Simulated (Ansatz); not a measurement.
Basis sets compared for BMe2F (C₂H₆BF). Charge 0, multiplicity 1. Geometry r2SCAN-D4/def2-SVP. Ansatz on 4 threads of Arm Neoverse V2 on a shared host; times are rough, and most runs start from earlier orbitals.

```xyz
10

B     0.004   -0.032    0.552
C    -0.052   -1.379   -0.246
H     0.993   -1.688   -0.441
H    -0.530   -1.282   -1.233
H    -0.523   -2.199    0.318
C     0.050    1.396   -0.091
H    -0.996    1.748   -0.179
H     0.467    1.408   -1.109
H     0.575    2.133    0.537
F     0.012   -0.106    1.892
```

Binding counts from free atoms (B doublet, C triplet, H doublet, F doublet) in the same basis, without a counterpoise term.

| level | functions | energy (Eh) | HOMO (eV) | LUMO (eV) | binding per atom (eV) | wall time |
| --- | --- | --- | --- | --- | --- | --- |
| PBE-D4/def2-SVP | 86 | -204.1860 | -7.03 | -0.80 | 4.27 | 0.4 s |
| PBE-D4/def2-TZVP | 160 | -204.4230 | -7.18 | -0.96 | 4.23 | 0.75 s |
| r2SCAN-D4/def2-TZVP | 160 | -204.5661 | -7.50 | -0.52 | 4.18 | 1.4 s |
| PBE0-D4/def2-SVP | 86 | -204.2134 | -8.62 | 0.23 | 4.22 | 0.45 s |
| PBE0-D4/def2-TZVP (with forces) | 160 | -204.4465 | -8.70 | 0.09 | 4.18 | 1.1 s |

Q: Estimate the rows for PBE-D4/def2-TZVPD, r2SCAN-D4/def2-TZVPD, PBE0-D4/def2-TZVPD.

A: 
```csv
level,functions,energy (Eh),HOMO (eV),LUMO (eV),binding per atom (eV),wall time
PBE-D4/def2-TZVPD,205,-204.4238,-7.20,-1.02,4.23,1.1 s
r2SCAN-D4/def2-TZVPD,205,-204.5667,-7.51,-0.56,4.18,1.9 s
PBE0-D4/def2-TZVPD,205,-204.4472,-8.71,0.04,4.18,1.4 s
```
